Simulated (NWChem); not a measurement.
CClCuO; SMILES [O+]#[C-]->[Cu][Cl]

```xyz
4

Cu     0.0000     0.0006     0.0000
Cl     0.0000    -2.0851     0.0000
O      0.0000     2.9429     0.0000
C      0.0000     1.8131     0.0000
```
Atoms are numbered in this order, from 1.

All runs: NWChem. Pople sets run with spherical d functions. All runs use the structure optimised with PBE0/def2-SVP. Vzz is the largest principal value of the second derivative of the potential at the nucleus (NWChem prints the opposite sign); η is the asymmetry. Non-relativistic.

For level PBE0/def2-SVP:

```
Property        Result
--------------  ------
Vzz Cu1 (a.u.)  -0.250
Vzz Cl2 (a.u.)   1.247
Vzz O3 (a.u.)   -0.385
```

Problem. What are these values for level PBE0/6-31G*?

Solution. The vzz Cu1 (a.u.) is 0.714 and the vzz Cl2 (a.u.) is 0.955. The vzz O3 (a.u.) comes out as -0.280.
